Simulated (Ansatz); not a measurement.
Constitutional and geometric isomers with formula CH5BSi. Isolated molecules, 0 K electronic values unless said otherwise. One relaxed conformer stands for each flexible species; it need not be the lowest. Strings in code marks are SMILES.

Quantity: electronic energy of isomers of CH5BSi relative to `[H]/B=C\[SiH3]`, in eV. The restricted reference of `B=[SiH]C` and `B[SiH]=C` is unstable towards unrestricted orbitals.

A: `B1C[SiH2]1`
B: `B=[SiH]C`
C: `B[SiH]=C`

Q: Order them by electronic energy of isomers of CH5BSi relative to `[H]/B=C\[SiH3]` (lowest first) at the level frozen-core CCSD(T) with HF/cc-pVQZ and the correlation energy extrapolated as X^-3 from cc-pVTZ and cc-pVQZ // B3LYP-D3(BJ)/def2-TZVP (Ansatz, an electronic-structure program).

A: A (0.420 eV), C (0.69 eV), B (1.24 eV)
